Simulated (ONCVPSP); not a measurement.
Building the ONCV potential for Os (LDA (Perdew-Wang 92), scalar-relativistic).

* Element: Os
* Generator: ONCVPSP 4.0.1
* Type: optimised norm-conserving Vanderbilt (ONCV)
* Functional: LDA (Perdew-Wang 92)
* Relativity: scalar-relativistic
* Frozen core: [Kr] 4d10 4f14
* Valence charge: 16
* Reference configuration: 5s2 5p6 5d7 6s1
* Partial waves: 5s+6s: rc 1.80 bohr, ncon 3, nbas 7, qcut 6.7 1/bohr, 3 projectors, debl 3.2 Ha; 5p: rc 2.00 bohr, ncon 5, nbas 10, qcut 6.4 1/bohr, 2 projectors, debl 2.1 Ha; 5d: rc 1.75 bohr, ncon 4, nbas 8, qcut 5 1/bohr, 2 projectors, debl 1 Ha
* Local potential: polynomial inside 1.15 bohr (lpopt 5, dvloc0 1 Ha)
* Core correction: Teter function fitted to the true core (icmod 2), fcfact 0.7

Calculated quality:

```json
{
 "Cutoffs needed": "26 Ha and 71 Ha (the cutoffs (Ha) at which the residual kinetic energy of the hardest occupied pseudo-wave falls to 1 and 0.1 mHa per electron)",
 "Ghost test": "no bound ghost flagged; GHOST(+) flagged for s at 244.2 eV",
 "Largest excitation error": "-169 meV (all-electron minus pseudo) for 5s2 5p5 5d6 6s2, out of 4 test configurations",
 "rms error of d²Exc/dni dnj": "8.19 mHa without and 0.77 mHa with the model core"
}
```

Generation and tests took about 6 s on one core of a shared server CPU.
